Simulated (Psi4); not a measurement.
C₄H₄S, triplet, geometry from GFN2-xTB (a higher spin typed on purpose: for a closed-shell molecule this is an excited state), atoms displaced at random by about 0.05 Å a coordinate. Base run: B3LYP/STO-3G (Psi4).

Here is a job for Psi4.
```
memory 2 GB

molecule {
0 3
C     0.32343205   -1.45114136    0.22855053
C    -0.99286884   -1.11568154    0.16657007
C    -1.18254472    0.32015166    0.02544786
S     0.22826440    1.16986073   -0.10208143
C     1.22844908   -0.16950554   -0.10859619
H     0.65409237   -2.47191487    0.25657922
H    -1.71372455   -1.85320862    0.38020010
H    -2.12726033    0.84434103    0.08708815
H     2.30393572   -0.22119827   -0.12343028
}

set {
  basis sto-3g
  reference uks
}

optimize('b3lyp')
print_variables()
```

Variants of this job, named by their change:

```tsv
change	ΔE vs base (kJ/mol)	optimiser steps	core-seconds (rough)
base	0.00	21	90
g_convergence = gau_tight	0.00	24	100
intrafrag_hess = fischer	0.00	17	70
step_type = nr	0.01	14	80
hess_update = none	0.02	15	70
intrafrag_step_limit = 0.05	0.01	20	100
opt_coordinates = both	0.08	17	100
```

Open shells are given as the SCF converged; they aren't shown to be the lowest states, and a large step between rows can be another state.
